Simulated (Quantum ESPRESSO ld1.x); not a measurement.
Results of a calculation; reference values are marked as such.
Q: The aim is the neon ion Ne3+ in [He] 2s2 2p3. What will ld1.x (Quantum ESPRESSO 7.5) do with this input?

```
 &input
    zed=110.0,
    iswitch=1,
    rel=1,
    lsd=1,
    dft='PW',
    config='[He] 2s2 2p3',
    prefix='ld1',
    max_out_wfc=37,
    file_charge='ld1.rho',
 /
```

A: Refused. The program stops in ld1_readin with "wrong nuclear charge zed: 110.00": zed must lie above 0 and at most 103.

Output (excerpt):

```
     Program LD1 v.7.5 starts

 %%%%%%%%%%%%%%%%%%%%%%%%%%%%%%%%%%%%%%%%%%%%%%%%%%%%%%%%%%%%%%%%%%%%%%%%%%%%%%
     Error in routine ld1_readin (1):
     wrong nuclear charge zed: 110.00
 %%%%%%%%%%%%%%%%%%%%%%%%%%%%%%%%%%%%%%%%%%%%%%%%%%%%%%%%%%%%%%%%%%%%%%%%%%%%%%

     stopping ...
```

Run on one thread of a shared host, so times are rough (Intel(R) Xeon(R) Processor @ 2.60GHz): 0.15 s of CPU time, 0.87 s wall, peak memory 25 MiB.
